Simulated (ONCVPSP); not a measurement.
**What one change does to a pseudopotential (Pm (Z = 61), ONCV)**

```
Element                 : promethium
Generator               : ONCVPSP 4.0.1
Type                    : optimised norm-conserving Vanderbilt (ONCV)
Functional              : LDA (Perdew-Wang 92)
Relativity              : scalar-relativistic
Frozen core             : [Kr] 4d10 4f4
Valence charge          : 11
Reference configuration : 5s2 5p6 5d2 6s1
Partial waves           : 5s+6s: rc 2.45 bohr, ncon 4, nbas 8, qcut 4.1 1/bohr, 2 projectors; 5p: rc 1.50 bohr, ncon 4, nbas 8, qcut 5.5 1/bohr, 1 projector; 5d: rc 3.55 bohr, ncon 4, nbas 8, qcut 4.5 1/bohr, 2 projectors, debl 1.5 Ha
Local potential         : polynomial inside 1.10 bohr (lpopt 3, dvloc0 4 Ha)
Core correction         : none
```

All-electron outer shells of the reference configuration (LDA (PZ), scalar-relativistic, ld1.x):

```json
{"shell": "5s", "level (eV)": "-43.81", "outermost node (bohr)": "0.70", "outermost maximum (bohr)": "1.27"}
{"shell": "5p", "level (eV)": "-24.00", "outermost node (bohr)": "0.75", "outermost maximum (bohr)": "1.44"}
{"shell": "4f", "level (eV)": "-6.18", "outermost node (bohr)": "–", "outermost maximum (bohr)": "0.62"}
{"shell": "6s", "level (eV)": "-3.60", "outermost node (bohr)": "1.71", "outermost maximum (bohr)": "3.58"}
{"shell": "5d", "level (eV)": "-2.09", "outermost node (bohr)": "0.85", "outermost maximum (bohr)": "2.12"}
```

Change: d: qcut 2.7.

Cutoffs: the cutoffs (Ha) at which the residual kinetic energy of the hardest occupied pseudo-wave falls to 1 and 0.1 mHa per electron; they do not see the model core or the augmentation charge, which bear on the density cutoff. Errors are all-electron minus pseudo energies relative to the spin-unpolarised reference configuration.

Task: Predict the effect on cutoff, ghosts and configuration errors.

Result: The potential gets neither clearly harder nor softer (22 Ha and 77 Ha → 22 Ha and 77 Ha); the p channel sets the loose cutoff, while the largest relative change is in d, which becomes harder; of the 4 tests that both files solve, the error grows in 4 and shrinks in 0 by more than 15 % and 0.3 meV (median size 2.8 → 23.1 meV); neither file shows a bound ghost.

| quantity | base | changed |
| --- | --- | --- |
| cutoff, loose | 22 Ha | 22 Ha |
| cutoff, tight | 77 Ha | 77 Ha |
| loose cutoff by channel | s 5.5 Ha, p 22 Ha, d 6.1 Ha | s 5.5 Ha, p 22 Ha, d 9.0 Ha |
| bound ghosts | none | none |
| GHOST(+) flags under 300 eV | s at 22.4 eV, d at 98.6 eV | s at 22.4 eV, d at 134.2 eV |
| error for 5s2 5p6 5d1 6s2, meV [ΔE -1.31 eV] | +2.1 | +30 |
| error for 5s2 5p6 5d1 6s1, meV [ΔE 5.25 eV] | -3.5 | +25 |
| error for 5s2 5p6 5d1 6s0, meV [ΔE 17.12 eV] | -9.9 | +21 |
| error for 5s2 5p6 5d1.5 6s1.5, meV [ΔE -0.71 eV] | +0.9 | +7.0 |
| s: phases at 2.49 bohr within 0.05 rad from the reference energy up to (Ha; the scan ends near 5) | 0.6 | 0.6 |
| p: phases at 1.52 bohr within 0.05 rad from the reference energy up to (Ha; the scan ends near 5) | 1.2 | 1.2 |
| d: phases at 3.60 bohr within 0.05 rad from the reference energy up to (Ha; the scan ends near 5) | 2.8 | n/a |
